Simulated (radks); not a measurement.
The numbers below are computed, except where a source is named.
Task: Ionisation of the scandium ion Sc2+, [Ar] 3d1, to [Ar] as the strength of local exchange is varied. Code: a radial shooting solver on a logarithmic mesh with Libxc functionals. Model: scalar-relativistic Kohn-Sham, Slater X-alpha exchange (alpha = 2/3 is LDA exchange), no correlation, spin-unpolarised, spherical densities, point nucleus.

alpha  E(Sc2+) (hartree)  exchange (hartree)  IE (eV)  -e of the level emptied (eV)  <r> of it (bohr)
0.667         -759.99429           -35.13871   23.580                   16.722 (3d)             1.596
0.716         -762.58057           -37.83032   24.449                   17.467 (3d)             1.559
0.864         -770.43791           -46.05012   27.194                   19.856 (3d)             1.462
0.881         -771.34483           -47.00292   27.520                   20.143 (3d)             1.452
0.892         -771.93214           -47.62039   27.732                   20.331 (3d)             1.446
1.012         -778.36368           -54.40463   30.110                   22.445 (3d)             1.383
1.018         -778.68643           -54.74615   30.231                   22.554 (3d)             1.380
?             -754.47772           -29.42117   21.785                   15.208 (3d)             1.684

Which alpha was used in the last row?

Result: alpha = 0.562. NIST Atomic Spectra Database: 24.757 eV (measured). The Delta-SCF value meets it near alpha = 0.73. Spin polarisation and multiplet splitting are left out, so open shells lie too high by an amount that depends on their filling.

Beside tabulated values, note that spin-unpolarised runs miss the spin-polarisation part of the exchange energy of open shells.
